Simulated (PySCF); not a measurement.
C3H2O, SMILES C#CC=O. Atoms are numbered in the order given.

```xyz
6

C     -0.1340    -1.8760     0.0000
C      0.0892    -0.6834     0.0000
C      0.4082     0.7342     0.0000
O     -0.4172     1.6159     0.0000
H     -0.3472    -2.9297     0.0000
H      1.5045     0.9541     0.0000
```

Coordinates come from a B3LYP-D3(BJ)/def2-SVP optimisation.

Two levels are set side by side: PBE/pcSseg-2 (PySCF) and HF/pcSseg-2 (PySCF). GIAO shifts against H2O (¹⁷O), TMS (¹H), TMS (¹³C) at the same level; non-relativistic, no solvent, atoms listed together averaged. Differences are taken from unrounded values.

```tsv
quantity	HF
δ(¹³C) of C1 (ppm)	96.6
δ(¹³C) of C2 (ppm)	78.2
δ(¹³C) of C3 (ppm)	185.7
δ(¹⁷O) of O4 (ppm)	734.8
δ(¹H) of H5 (ppm)	4.09
δ(¹H) of H6 (ppm)	9.12
```

**Question.** What does PBE give, and how far is it from HF? (Estimate from the structure and the level; the computed values follow.)

**Answer.** 
```tsv
quantity	PBE	PBE minus HF
δ(¹³C) of C1 (ppm)	90.5	-6.0
δ(¹³C) of C2 (ppm)	91.2	13.1
δ(¹³C) of C3 (ppm)	185.8	0.1
δ(¹⁷O) of O4 (ppm)	744.1	9.3
δ(¹H) of H5 (ppm)	3.41	-0.68
δ(¹H) of H6 (ppm)	10.06	0.95
```

Rough cost on one machine, each run with all the roots and properties that it gave: HF against PBE within a factor of 2.
